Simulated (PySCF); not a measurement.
This PySCF input asks for the NMR shieldings of `OCC[SiH2]O[SiH3]`, C2H10O2Si2; the geometry comes from GFN2-xTB.

```python
import basis_set_exchange as bse
import numpy as np
from pyscf import gto, dft
from pyscf.prop import nmr

atoms = """
O     2.514938   -1.041610    0.018704
C     2.316192    0.346849    0.195362
C     0.879775    0.637002   -0.200021
Si   -0.188787   -0.793801    0.459471
O    -1.744452   -0.323243    0.455415
Si   -3.217233    0.296506    0.233316
H     3.389032   -1.290575    0.336402
H     2.469702    0.614742    1.249893
H     3.035640    0.916476   -0.411350
H     0.577610    1.607024    0.192026
H     0.807366    0.689558   -1.285986
H    -0.121400   -1.976553   -0.390939
H     0.108462   -1.055744    1.869027
H    -3.896348    0.197729    1.523894
H    -3.068671    1.690383   -0.189077
H    -3.869425   -0.505800   -0.800064
"""
names = dict.fromkeys(["O", "C", "Si", "H"], "pcSseg-1")
basis = {el: gto.basis.parse(bse.get_basis(n, elements=[el], fmt="nwchem")) for el, n in names.items()}
mol = gto.M(atom=atoms, basis=basis, charge=0, verbose=0)
mf = dft.RKS(mol, xc="PBE0")
mf.grids.level = 2
mf.grids.alignment = dft.numint.BLKSIZE   # the property module wants whole blocks of grid points
mf.conv_tol = 1e-9
mf.kernel()

calc = nmr.RKS(mf)   # GIAO
C = mf.mo_coeff
Co = C[:, mf.mo_occ > 0]
resp = mf.gen_response(singlet=True, hermi=2)
def vind(x):   # induced exchange potential for any number of trial vectors
    d = np.einsum("pi,xij,qj->xpq", C, 2 * x.reshape(-1, C.shape[1], Co.shape[1]), Co, optimize=True)
    return np.einsum("xpq,pi,qj->xij", resp(d - d.transpose(0, 2, 1)), C, Co, optimize=True).ravel()
mo1, _ = nmr.rhf.solve_mo1(calc, with_cphf=vind)
sigma = calc.kernel(mo1)
for i, s in enumerate(sigma):   # ppm
    print("%2d %-2s %9.2f" % (i, mol.atom_pure_symbol(i), np.trace(s) / 3))
```

Task: What does it print?

Result: 
```
 0 O     299.47
 1 C     122.06
 2 C     166.71
 3 Si    373.48
 4 O     322.44
 5 Si    396.32
 6 H      31.30
 7 H      27.57
 8 H      27.31
 9 H      30.81
10 H      29.94
11 H      26.42
12 H      26.56
13 H      26.57
14 H      26.61
15 H      26.57
```

These numbers come from an equivalent density-fitted implementation of the same equations, which agrees with the script to about 0.01 ppm for H and up to a few tenths of a ppm for heavy atoms, so last digits may differ.

Task: Turn these shieldings into chemical shifts. Scale: 17O (336.08 ppm) vs H2O; 13C (186.93 ppm) and 29Si (349.16 ppm) and 1H (31.72 ppm) against TMS (reference shieldings calculated alike).

Result: Averaging equivalent atoms: O 0: 36.6; O 4: 13.6; C 1: 64.9; C 2: 20.2; Si 3: -24.3; Si 5: -47.2; H 11/12: 5.23; H 13/14/15: 5.13; H 7/8: 4.27; H 9/10: 1.34; H 6: 0.42 ppm. Experimental scales use liquid or dissolved standards, which lie at an offset from isolated H2O (liquid H2O: subtract about 36 ppm).

Size and cost of the density-fitted run: 166 basis functions, 23 s wall time on 1 thread of an Intel Xeon Platinum 8488C, shared host; peak memory 0.74 GiB.
